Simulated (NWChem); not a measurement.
System: ZnBrF; SMILES [Zn]([F])[Br]

All runs: NWChem. Pople sets run with spherical d functions. Geometry: optimised at PBE0/def2-SVP.

For level PBE/6-31G*:

```
Quantity                     Value
---------------------------  -----
highest occupied level (eV)  -7.29
orbital gap (eV)              4.79
```

Task: Estimate the same quantities for level PBE/3-21G.

Result: The highest occupied level (eV) comes out as -6.85 and the orbital gap (eV) is 4.53.
